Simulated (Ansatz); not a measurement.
`[CH3][Ti]([OH])([OH])[F]` and `[CH3][Ti-]1([OH])([F])[O]C=CC=[O+]1` differ in one atom or group.

Ansatz, PBE0-D4/def2-TZVP geometries, multiplicity 1. Each molecule was computed in one conformer, which needn't be the lowest.

Scalar relativity is left out up to krypton.

```tsv
property	`[CH3][Ti]([OH])([OH])[F]`
LUMO energy (ωB97M-V/def2-TZVPP) / eV	0.86
HOMO energy (PBE0/def2-TZVPP) / eV	-7.93
HOMO–LUMO gap (ωB97M-V/def2-TZVPP) / eV	11.14
HOMO energy (B3LYP/def2-TZVPP) / eV	-7.69
LUMO energy (B3LYP/def2-TZVPP) / eV	-1.78
size of the dipole moment (PBE/def2-TZVPP) / D	2.47
```

Q: What does the change do to each property? (Best estimate.)

A: Ansatz gave: 
| property | `[CH3][Ti-]1([OH])([F])[O]C=CC=[O+]1` | shift |
| --- | --- | --- |
| LUMO energy (ωB97M-V/def2-TZVPP) / eV | -0.21 | -1.07 |
| HOMO energy (PBE0/def2-TZVPP) / eV | -7.59 | 0.34 |
| HOMO–LUMO gap (ωB97M-V/def2-TZVPP) / eV | 9.62 | -1.52 |
| HOMO energy (B3LYP/def2-TZVPP) / eV | -7.36 | 0.33 |
| LUMO energy (B3LYP/def2-TZVPP) / eV | -2.56 | -0.78 |
| size of the dipole moment (PBE/def2-TZVPP) / D | 3.20 | 0.73 |

With PBE0 the HOMO rises by 0.34 eV and the LUMO falls by 0.87 eV, so the gap narrows by about 1.21 eV. PBE moves the HOMO by 0.28 eV and ωB97M-V by 0.46 eV. The zero-point energy changes by 120.7 kJ/mol with +18 modes. Dipoles are sizes alone; their direction can turn.

B3LYP here is the variant with VWN-RPA as its local correlation; programs differ in this.
